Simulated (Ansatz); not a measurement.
Basis-set series for `[GeH2]1[GeH2][GeH2]1`. The species carries charge 0 and has multiplicity 1. All single points use the PBE0-D4/def2-TZVP geometry.

```xyz
9

Ge    0.806    0.677    0.930
Ge   -1.172   -0.647    0.425
Ge    0.367   -0.030   -1.356
H     1.957    0.014    1.695
H     0.625    2.157    1.288
H    -1.214   -2.108    0.885
H    -2.543    0.035    0.478
H     1.253   -1.120   -1.969
H    -0.078    1.023   -2.377
```

| functional | basis | functions | energy (Eh) | HOMO (eV) | LUMO (eV) |
| --- | --- | --- | --- | --- | --- |
| PBE0-D4 | def2-TZVPP | 228 | -6233.81600 | -6.74 | -0.42 |
| PBE0-D4 | def2-QZVPP | 447 | -6233.95075 | -6.74 | -0.47 |
| ωB97M-V | def2-TZVPP | 228 | -6234.22427 | -8.65 | 1.44 |
| ωB97M-V | def2-QZVPP | 447 | -6234.35546 | -8.65 | 0.97 |

(1) Give the rows for def2-SVP. (Estimate.)

Answers

(1) Computed: 
```json
{"functional": "PBE0-D4", "basis": "def2-SVP", "functions": "126", "energy (Eh)": "-6233.02865", "HOMO (eV)": "-6.73", "LUMO (eV)": "-0.36"}
{"functional": "ωB97M-V", "basis": "def2-SVP", "functions": "126", "energy (Eh)": "-6233.43880", "HOMO (eV)": "-8.62", "LUMO (eV)": "1.55"}
```

Positive LUMOs are unbound and depend on the basis. Scalar relativity is left out up to krypton.
